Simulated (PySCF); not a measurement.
How methods differ on the excitation energy of Mo+

Mo+ [Kr] 4d5 (6S) → Mo+ [Kr] 4d4 5p1 (high-spin determinant), as a difference of total energies. All numbers are calculated (PySCF 2.14, a scalar-relativistic core potential, in def2-QZVPPD with the def2 core potential (28 electrons)). Correlated levels: valence and next inner shell: nothing frozen outside the core potential. The calculations carry no spin-orbit coupling.

| method | excitation energy (cm⁻¹) |
| --- | --- |
| UHF | 44883 |
| MP2 (valence and next inner shell) | 48885 |
| SCS-MP2 (valence and next inner shell) | 47282 |
| CCSD (valence and next inner shell) | 47716 |
| CCSD(T) (valence and next inner shell) | 47802 |

The determinant of the upper state mixes LS terms, which raises its energy above the lowest term, most at the Hartree-Fock and MP2 levels.
